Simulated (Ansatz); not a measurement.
```yaml
crystal:
  periodic: [false, false, false]
  atoms:
    - {symbol: Mg, position_ang: [-0.104552, -2.354254, -1.197368]}
    - {symbol: S, position_ang: [-1.798724, -0.522376, -1.744261]}
    - {symbol: S, position_ang: [-0.219228, -2.768312, 1.201241]}
    - {symbol: Mg, position_ang: [-1.561737, -0.756108, 0.874700]}
    - {symbol: Mg, position_ang: [-1.819470, 1.795607, -0.672061]}
    - {symbol: S, position_ang: [-1.978039, 1.487971, 1.740448]}
    - {symbol: S, position_ang: [2.119879, -1.447213, -1.602672]}
    - {symbol: Mg, position_ang: [1.688825, -1.135761, 0.872514]}
    - {symbol: Mg, position_ang: [0.640578, 0.488408, -1.767704]}
    - {symbol: S, position_ang: [0.361082, 2.809916, -1.063810]}
    - {symbol: Mg, position_ang: [0.488943, 1.768240, 1.240229]}
    - {symbol: F, position_ang: [1.941261, 0.563608, 1.885030]}
    - {symbol: F, position_ang: [0.241181, 0.070274, 0.233714]}
basis:
  gaussian: {orbitals: x2c-TZVPPall}
hamiltonian: {xc: {name: SVWN5}}
scf: {lower_state_search: off}
output: {forces: true}
```

```sh
$ ansatz run in.yaml --threads 4 --pin off --events-out ev --progress --plain --max-ram 6963MiB
```

It prints (some lines left out):

```
Functional definition: SVWN5
3500 factors; their error is unknown
mean field evaluation 1: about -92118.2483 eV, gradient 8.0e1 eV
mean field evaluation 2: about -92080.4475 eV, gradient 1.6e2 eV
mean field evaluation 4: about -92132.4137 eV, gradient 1.1e1 eV
mean field evaluation 8: about -92132.6550 eV, gradient 2.8e-1 eV
mean field evaluation 16: about -92132.5797 eV, gradient 2.9e-4 eV
mean field -92132.57973225 eV, -3385.8098554548 hartree, gradient 3.3e-6 eV, S^2 0.000000; 0 other end points of the search recorded, 0 dependent functions left out
reference -92132.57980269 eV, -3385.8098580435 hartree; 85, 85 occupied and 379, 379 virtual orbitals, 3500 factors
Total energy: -92132.57980269 eV, -3385.8098580435 hartree
Relativity: scalar
Atom 0 at    -0.104552    -2.354254    -1.197368 Å, force     0.166948     0.427896     0.348339 eV/Å
Atom 1 at    -1.798724    -0.522376    -1.744261 Å, force     0.339242     0.098628     0.322737 eV/Å
Atom 2 at    -0.219228    -2.768312     1.201241 Å, force     0.062111     0.504475    -0.408055 eV/Å
Atom 3 at    -1.561737    -0.756108     0.874700 Å, force     0.304724     0.146813    -0.157220 eV/Å
Atom 4 at    -1.819470     1.795607    -0.672061 Å, force     0.449055    -0.249771     0.264116 eV/Å
Atom 5 at    -1.978039     1.487971     1.740448 Å, force     0.360376    -0.215929    -0.501878 eV/Å
Atom 6 at     2.119879    -1.447213    -1.602672 Å, force    -0.545740     0.165701     0.314813 eV/Å
Atom 7 at     1.688825    -1.135761     0.872514 Å, force    -0.420889     0.214914    -0.244874 eV/Å
Atom 8 at     0.640578     0.488408    -1.767704 Å, force    -0.108812    -0.087374     0.344322 eV/Å
Atom 9 at     0.361082     2.809916    -1.063810 Å, force    -0.247325    -0.562540     0.223356 eV/Å
Atom 10 at     0.488943     1.768240     1.240229 Å, force    -0.172716    -0.386818    -0.321411 eV/Å
Atom 11 at     1.941261     0.563608     1.885030 Å, force    -0.278483    -0.081336    -0.272715 eV/Å
Atom 12 at     0.241181     0.070274     0.233714 Å, force     0.091509     0.025343     0.088469 eV/Å
Dipole moment:    -0.184731    -0.054001    -0.182317 e Å
Checks for a lower state left out: stability, starts, cluster_reference, orbital_swaps, neighbouring_geometries, increment
```

Hardware: 4 threads of Arm Neoverse V1 on a shared host. Wall time 14 s, peak host memory 2.2 GiB.

DK, ANO-RCC and x2c sets are all-electron and run with scalar relativity unless a key says otherwise.
